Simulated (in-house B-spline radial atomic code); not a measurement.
Inner-shell binding energies (edges) and X-ray emission energies of free atoms and ions, as differences of relaxed hole-state energies with first-order Breit, QED and recoil terms, without correlation or multiplet splittings, in NIST's listed ground configurations. For neutral atoms such line energies lie within some 1 to 5 eV of tabulated X-ray lines (up to 20 eV for the heaviest). K = 1s, L1 = 2s. A dash marks a subshell that is part filled or wasn't run, or a line left out. Computed with a B-spline radial code for spherical atoms: Dirac-Hartree-Fock, average of the configuration, finite nuclei.

| ion | configuration | K edge (eV) | L1 edge (eV) |
| --- | --- | --- | --- |
| Ru+ | [Kr] 4d7 | 22133.6 | 3247.01 |
| Rh+ | [Kr] 4d8 | 23236.5 | 3435.3 |
| Pd+ | [Kr] 4d9 | 24368.6 | 3629.39 |
| Ag+ | [Kr] 4d10 | 25530.1 | 3829.35 |
| In+ | [Kr] 4d10 5s2 | ? | ? |
| Sn+ | [Kr] 4d10 5s2 5p1 | 29216.4 | 4488.68 |
| Sb+ | [Kr] 4d10 5s2 5p2 | ? | ? |
| Te+ | [Kr] 4d10 5s2 5p3 | 31831.8 | 4965.03 |
| I+ | [Kr] 4d10 5s2 5p4 | ? | ? |
| Xe+ | [Kr] 4d10 5s2 5p5 | 34574.6 | 5469.91 |
| Cs+ | [Kr] 4d10 5s2 5p6 | 35994.4 | 5733.25 |
| La+ | [Xe] 5d2 | 38939.9 | 6288.75 |

(1) Fill in the row of In+.

(2) Fill in the row of Sb+.

(3) Fill in the row of I+.

Answers

(1) K edge (eV): 27955.7; L1 edge (eV): 4261.01.

(2) K edge (eV): 30508.3; L1 edge (eV): 4723.33.

(3) K edge (eV): 33187.1; L1 edge (eV): 5213.86.
